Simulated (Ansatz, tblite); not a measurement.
Ga oxide hydroxide: gap (eV) at several levels, gas phase, relaxed structures; Ansatz, xTB through tblite. Clusters are the lowest isomers that short searches found in that spin, judged at the geometry's level. A dash marks a value that wasn't run or was left out as unsound. The structures are stationary points that may keep the symmetry of their start. Remarks come from the PBE and PBE0 runs and from stability tests at other levels; not every state was tested.

| species | state | geometry | GFN1-xTB | GFN2-xTB | r2SCAN-D4/def2-TZVP | PBE0-D4/def2-SVP | PBE0-D4/def2-TZVP | remarks |
| --- | --- | --- | --- | --- | --- | --- | --- | --- |
| GaO2H | singlet | B3LYP-D4/def2-TZVP | 5.51 | 3.16 | 3.83 | 5.58 | 5.65 | – |
| GaO3H3 | singlet | PBE-D4/def2-SVP | 6.94 | 4.57 | 5.83 | 7.65 | 7.73 | – |
| Ga4O8H4 | singlet | PBE-D4/def2-SVP | 4.68 | 2.41 | 2.42 | 4.33 | 4.42 | restricted SCF unstable in HF |
| Ga4O9H6 (with an O–O bond) | singlet | r2SCAN-D4/def2-SVP | 5.24 | 3.23 | – | 6.34 | – | – |

(1) Estimate the column for PBE-D4/def2-SVP.

(1) GaO2H 3.25; GaO3H3 4.93; Ga4O8H4 1.65; Ga4O9H6 (with an O–O bond) 3.72.

Over the 3 species that have every level, the mean is 5.71 at GFN1-xTB, 3.38 at GFN2-xTB, 3.28 at PBE-D4/def2-SVP, 4.03 at r2SCAN-D4/def2-TZVP, 5.85 at PBE0-D4/def2-SVP, 5.93 at PBE0-D4/def2-TZVP. Orbital gaps grow with the share of exact exchange and aren't one observable across functionals.
